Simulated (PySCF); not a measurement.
Lowest singlet excitation (eV) of eight silicon and germanium compounds: TDA-PBE beside TDA-PBE0, computed with PySCF for isolated molecules in the bases named; differences from unrounded values. The eight are the first of their class met in an unordered collection, after screening for sound electronic states; none was chosen by its value. Each molecule has one DFT geometry for both levels.

| molecule | basis | TDA-PBE0 |
|---|---|---|
| CH₁₂N₂Si₃, SMILES N[Si]([SiH2][SiH3])(N)C | def2-SVPD | 5.78 |
| C₄H₁₀Si₂, SMILES C=C1CC[Si@H]1[SiH3] | def2-SVPD | 5.57 |
| C3H10ClNSi, SMILES [Si@H](C)(Cl)N(C)C | def2-SVPD | 6.11 |
| 1-silylprop-2-en-1-one (C₃H₆OSi), SMILES [SiH3]C(C=C)=O | def2-SVPD | 2.85 |
| CH₈O₂Si₂, SMILES C[Si](O)(O)[SiH3] | def2-SVPD | 6.43 |
| CH7FOSi2, SMILES [Si@@H]([SiH3])(F)OC | def2-SVPD | 6.93 |
| CH₁₂Si₅, SMILES [SiH3][Si]1([SiH3])[SiH2]C[SiH2]1 | def2-SVPD | 5.43 |
| FGeH6NSi, SMILES F[SiH2][NH][GeH3] | def2-SVPD | 6.39 |

Question: Estimate the TDA-PBE values and say how TDA-PBE differs from TDA-PBE0 over the set. (An estimate is asked for; the answer gives what the named calculation found.)

Answer: 
```
molecule                                                 TDA-PBE  difference
-------------------------------------------------------  -------  ----------
CH₁₂N₂Si₃, SMILES N[Si]([SiH2][SiH3])(N)C                   5.05       -0.72
C₄H₁₀Si₂, SMILES C=C1CC[Si@H]1[SiH3]                        5.04       -0.53
C3H10ClNSi, SMILES [Si@H](C)(Cl)N(C)C                       5.27       -0.83
1-silylprop-2-en-1-one (C₃H₆OSi), SMILES [SiH3]C(C=C)=O     2.49       -0.36
CH₈O₂Si₂, SMILES C[Si](O)(O)[SiH3]                          5.68       -0.75
CH7FOSi2, SMILES [Si@@H]([SiH3])(F)OC                       6.24       -0.69
CH₁₂Si₅, SMILES [SiH3][Si]1([SiH3])[SiH2]C[SiH2]1           5.07       -0.36
FGeH6NSi, SMILES F[SiH2][NH][GeH3]                          5.76       -0.62
```
TDA-PBE lies below TDA-PBE0 in 8 and above it in 0 of the eight; the mean signed difference is -0.61 and the largest -0.83 eV.
